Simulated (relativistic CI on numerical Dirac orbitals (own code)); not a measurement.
Ligand-field terms of d1

Computed with a parametric ligand-field model of a d^n configuration (Racah B and C, spin-orbit zeta, crystal field), exact diagonalisation.

Field parameters in Wybourne normalisation: Oh B⁴₀ = 21Dq, B⁴₄ = √(5/14) B⁴₀; Td as Oh with Dq negative (B⁴₀ = 21Dq, B⁴₄ = √(5/14) B⁴₀). The field is a parameter set, without covalency.

Problem. Ground term and bands for B = 740, C = 3380, ζ = 0 cm⁻¹, Td, 10Dq = -11400 cm⁻¹?

Solution. Ground term 2E with 1.00 electrons in the two orbitals of the cubic e set. Spin-allowed: 2T2 11400 cm⁻¹ (877 nm). Lowest spin-forbidden: none.

Problem. Ground term and bands for B = 480, C = 1870, ζ = 0 cm⁻¹, Td, 10Dq = -8450 cm⁻¹?

Solution. Ground term 2E with 1.00 electrons in the two orbitals of the cubic e set. Spin-allowed: 2T2 8450 cm⁻¹ (1183 nm). Lowest spin-forbidden: none.

Problem. Ground term and bands for B = 840, C = 3480, ζ = 0 cm⁻¹, Oh, 10Dq = 35150 cm⁻¹?

Solution. Ground term 2T2 with 0.00 electrons in the two orbitals of the cubic e set. Spin-allowed: 2E 35150 cm⁻¹ (284 nm). Lowest spin-forbidden: none.

Problem. Ground term and bands for B = 380, C = 1910, ζ = 0 cm⁻¹, Oh, 10Dq = 10450 cm⁻¹?

Solution. Ground term 2T2 with 0.00 electrons in the two orbitals of the cubic e set. Spin-allowed: 2E 10450 cm⁻¹ (957 nm). Lowest spin-forbidden: none.

Problem. Ground term and bands for B = 370, C = 1830, ζ = 0 cm⁻¹, Oh, 10Dq = 38150 cm⁻¹?

Solution. Ground term 2T2 with 0.00 electrons in the two orbitals of the cubic e set. Spin-allowed: 2E 38150 cm⁻¹ (262 nm). Lowest spin-forbidden: none.
